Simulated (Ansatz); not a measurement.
Start from `[CH3][GeH]([Cl])[I]` and change one atom or group to get `[CH3][GeH]([Cl])[Cl]`.

Ansatz, PBE0-D4/def2-TZVP geometries, multiplicity 1. 

Elements past krypton have def2 core potentials. Scalar relativity is left out up to krypton.

| property | `[CH3][GeH]([Cl])[I]` |
| --- | --- |
| HOMO energy (PBE0/def2-TZVPP) / eV | -7.73 |
| HOMO–LUMO gap (B3LYP/def2-TZVPP) / eV | 6.04 |
| ideal-gas entropy at 298 K and 1 bar (rigid rotor, harmonic PBE0-D4/def2-TZVP) / J/(mol·K) | 366 |
| HOMO energy (PBE/def2-TZVPP) / eV | -6.57 |
| zero-point energy (PBE0-D4/def2-TZVP) / kJ/mol | 123.1 |
| LUMO energy (PBE/def2-TZVPP) / eV | -2.03 |

Question: What does the change do to each property? (Estimate.)

Answer: The calculation gave: 
```tsv
property	`[CH3][GeH]([Cl])[Cl]`	shift
HOMO energy (PBE0/def2-TZVPP) / eV	-8.73	-1.00
HOMO–LUMO gap (B3LYP/def2-TZVPP) / eV	7.86	1.82
ideal-gas entropy at 298 K and 1 bar (rigid rotor, harmonic PBE0-D4/def2-TZVP) / J/(mol·K)	346	-20
HOMO energy (PBE/def2-TZVPP) / eV	-7.38	-0.81
zero-point energy (PBE0-D4/def2-TZVP) / kJ/mol	124.9	1.8
LUMO energy (PBE/def2-TZVPP) / eV	-1.31	0.72
```

With PBE0 the HOMO falls by 1.00 eV and the LUMO rises by 0.85 eV, so the gap widens by about 1.85 eV. PBE moves the HOMO by -0.81 eV and ωB97M-V by -1.08 eV.

B3LYP here is the variant with VWN-RPA as its local correlation; programs differ in this.

Spin–orbit coupling is left out; it splits and shifts lone-pair levels of the heavy atoms by tenths of an eV.
